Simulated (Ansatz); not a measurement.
All numbers were calculated with Ansatz.

Basis-set series for CH3Cu (`[CH3][Cu]`). Charge 0, multiplicity 1. All single points use the PBE0-D4/def2-TZVP geometry.

```tsv
functional	basis	functions	energy (Eh)	HOMO (eV)	LUMO (eV)
PBE0-D4	def2-SVP	60	-1679.83654	-5.85	-1.37
PBE0-D4	def2-TZVPP	137	-1680.12963	-6.22	-1.74
ωB97M-V	def2-SVP	60	-1680.00784	-8.12	0.20
ωB97M-V	def2-TZVPP	137	-1680.30388	-8.49	-0.25
```

Question: Give the rows for def2-QZVPP. (Estimate.)

Answer: The calculation gave: 
```csv
functional,basis,functions,energy (Eh),HOMO (eV),LUMO (eV)
PBE0-D4,def2-QZVPP,247,-1680.17429,-6.21,-1.75
ωB97M-V,def2-QZVPP,247,-1680.34732,-8.48,-0.37
```

Scalar relativity is left out up to krypton.
